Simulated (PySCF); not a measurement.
Atoms are numbered as in `[O:1]=[C:2]([F:3])[C:4]#[C:5][C:6](=[O:7])[F:8]`.

One computed conformer, no solvent, one averaged value for each set of equivalent atoms, relativity neglected. Coordinates at the GFN2-xTB level; shielding tensors at PBE0/pcSseg-1 (GIAO); PySCF 2.14.0 with density-fitted response routines.

δ = σ(ref) − σ, references computed at the same level: TMS for 13C; 17O against H2O; 19F vs CFCl3.

```csv
atoms,nucleus,count,δ (ppm)
C4/C5,13C,2,?
O1/O7,17O,2,480.2
C2/C6,13C,2,149.0
F3/F8,19F,2,?
```

Question: Estimate the values marked ?.

Answer: 
- C4/C5: 82.6 ppm, alkyne carbon; sp carbons lie upfield of alkene carbons because the cylindrical π system leaves one tensor component strongly shielded
- F3/F8: 67.3 ppm, fluorine bonded to C

Shifts are as computed. Against solution values, carbons near 30 ppm lie about +3 ppm off and those near 130 ppm about +5 ppm. Of 1211 compounds with measured shifts, 218 miss one by over three times the rms of a fit or turn the order of signals round; such compounds aren't used in these exercises. Unscaled 19F shifts against computed CFCl3 carry errors that often reach 10 to 50 ppm. Unscaled 17O shifts of doubly bonded oxygen tend to come out too high, by tens of ppm or more. Experimental scales use liquid or dissolved standards, which lie at an offset from isolated H2O (liquid H2O: subtract about 36 ppm).
